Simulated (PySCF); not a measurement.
Zn(OMe)(SH) (CH4OSZn), SMILES C[O][Zn][SH].

Geometry: PBE-D3(BJ)/def2-SVP. Other conformers were not sampled.

These are PBE-D3(BJ)/def2-SVP in PySCF values and carry that method's errors.

Frequencies are harmonic and unscaled.

Computed vibrational spectrum:
| mode | ν (cm⁻¹) | IR (km/mol) | moving atoms (share of kinetic energy) |
|---|---|---|---|
| 1 | 72 | 8.1 | H 90 % |
| 2 | 76 | 3.4 | Zn 35 %, S 27 %, C 24 %, H 13 % |
| 3 | 83 | 9.4 | H 54 %, Zn 22 %, S 15 %, C 8 % |
| 4 | 136 | 17.6 | O 41 %, H 36 %, Zn 19 % |
| 5 | 222 | 12.1 | O 35 %, C 27 %, Zn 17 %, H 16 % |
| 6 | 365 | 5.6 | S 65 %, O 16 %, Zn 13 % |
| 7 | 598 | 46.5 | O 46 %, Zn 31 %, C 11 %, H 9 % |
| 8 | 628 | 7.2 | H 90 % |
| 9 | 1113 | 222.1 | O 44 %, C 40 %, H 16 % |
| 10 | 1125 | 0.1 | H 77 %, C 19 % |
| 11 | 1153 | 33.6 | H 63 %, C 23 %, O 15 % |
| 12 | 1419 | 1.2 | H 96 % |
| 13 | 1422 | 0.8 | H 96 % |
| 14 | 1428 | 60.6 | H 89 %, C 10 % |
| 15 | 2604 | 1.7 | H 97 % |
| 16 | 2868 | 159.6 | H 97 % |
| 17 | 2921 | 78.4 | H 90 %, C 10 % |
| 18 | 2969 | 53.8 | H 91 %, C 9 % |
